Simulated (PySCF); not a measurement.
Partial charges of (H2Al-mu-PH2)3

(H2Al-mu-PH2)3.
Structure used (PBE0-D3(BJ)/def2-SVP), in Å, numbered top down from 1:
```
atom  x, y, z in Å
Al1    2.2187   -0.1656   -1.1686
H2     3.5319    0.7064   -0.9470
H3     2.0761   -1.3238   -2.2517
P4     0.3224    1.3279   -1.4834
Al5   -2.0227    0.6839   -1.3979
H6    -2.8998    1.9798   -1.1041
H7    -2.2777   -0.3231   -2.6038
P8    -1.9385   -0.5735    0.6924
Al9   -0.2068   -0.1116    2.3349
H10    0.0264    1.4658    2.2884
H11   -0.4402   -0.9451    3.6692
P12    1.5880   -1.0767    1.0094
H13    0.5028    2.4563   -0.6429
H14    0.5170    1.9600   -2.7396
H15   -3.2039   -0.4652    1.3242
H16   -1.9482   -1.9660    0.4205
H17    2.7564   -1.1456    1.8106
H18    1.3418   -2.4669    0.8669
```

Density: PBE0/pcSseg-1 (pcSseg-2 on Al) (PySCF); schemes: Mulliken, IAO, Hirshfeld and ESP-fitted. Isolated species at its PBE0-D3(BJ)/def2-SVP geometry (one conformer only).

Question: Which atoms carry the highest charge in the Mulliken, IAO, Hirshfeld and ESP-fitted schemes?

Answer: All schemes pick atoms of one kind: Mulliken Al5 (+0.479); IAO Al5 (+0.357); Hirshfeld Al5 (+0.273); ESP-fitted Al1 (+0.546).

Question: For which atoms does the sign change between the 4 schemes (beyond +0.03 e in one, beyond −0.03 e in another)?

Answer: P4, P8 and P12.

Question: Give the atomic charges in each scheme.

Answer: In e:

| atom | environment | Mulliken | IAO | Hirshfeld | ESP-fitted |
| --- | --- | --- | --- | --- | --- |
| Al1 | aluminium bonded to 2 P and 2 H | +0.476 | +0.355 | +0.272 | +0.546 |
| H2 | hydrogen on Al1 | -0.157 | -0.185 | -0.176 | -0.256 |
| H3 | hydrogen on Al1 | -0.150 | -0.188 | -0.177 | -0.251 |
| P4 | phosphorus bonded to 2 Al and 2 H | -0.392 | -0.041 | +0.043 | -0.234 |
| Al5 | aluminium bonded to 2 P and 2 H | +0.479 | +0.357 | +0.273 | +0.543 |
| H6 | hydrogen on Al5 | -0.155 | -0.185 | -0.176 | -0.251 |
| H7 | hydrogen on Al5 | -0.152 | -0.187 | -0.176 | -0.251 |
| P8 | phosphorus bonded to 2 Al and 2 H | -0.384 | -0.042 | +0.043 | -0.237 |
| Al9 | aluminium bonded to 2 P and 2 H | +0.446 | +0.345 | +0.268 | +0.545 |
| H10 | hydrogen on Al9 | -0.144 | -0.193 | -0.176 | -0.233 |
| H11 | hydrogen on Al9 | -0.159 | -0.181 | -0.175 | -0.267 |
| P12 | phosphorus bonded to 2 Al and 2 H | -0.385 | -0.042 | +0.043 | -0.211 |
| H13 | hydrogen on P4 | +0.120 | +0.033 | +0.019 | +0.074 |
| H14 | hydrogen on P4 | +0.112 | +0.032 | +0.021 | +0.111 |
| H15 | hydrogen on P8 | +0.116 | +0.035 | +0.022 | +0.110 |
| H16 | hydrogen on P8 | +0.105 | +0.025 | +0.016 | +0.083 |
| H17 | hydrogen on P12 | +0.116 | +0.035 | +0.022 | +0.098 |
| H18 | hydrogen on P12 | +0.107 | +0.026 | +0.016 | +0.079 |

Mean size of the charges over all atoms: ESP-fitted 0.243 e, Mulliken 0.231 e, IAO 0.138 e, Hirshfeld 0.117 e. Each set sums to the total charge, 0, to within 0.001 e. The Hirshfeld scheme weights the molecular density at each point by an atom's share of the summed free-atom densities.

Question: How many electrons does the ESP-fitted scheme count on Al9?

Answer: Z − q = 13 − (+0.545) ≈ 12.454.

Question: Sum the charges by element.

Answer: 
```tsv
element	atoms	Mulliken	IAO	Hirshfeld	ESP-fitted
Al	3	+1.401	+1.057	+0.813	+1.635
H	12	-0.241	-0.933	-0.942	-0.953
P	3	-1.160	-0.124	+0.129	-0.682
```
